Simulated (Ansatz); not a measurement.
`N=C[SiH2]F`, charge 0, multiplicity 1.

**Question.** Give a relaxed structure at PBE0-D4/def2-TZVP (Ansatz 0.2.0). (An estimate is asked.)

**Answer.** Ansatz gave: 
Z-matrix (Å, degrees):
```
Si
C 1 1.881
F 1 1.601 2 105.8
H 1 1.483 2 111.6 3 118.0
H 1 1.483 2 111.6 3 -118.0
N 2 1.269 1 124.3 3 -0.3
H 2 1.098 1 119.4 3 179.7
H 6 1.024 2 111.2 1 0.0
```
Point group Cs.
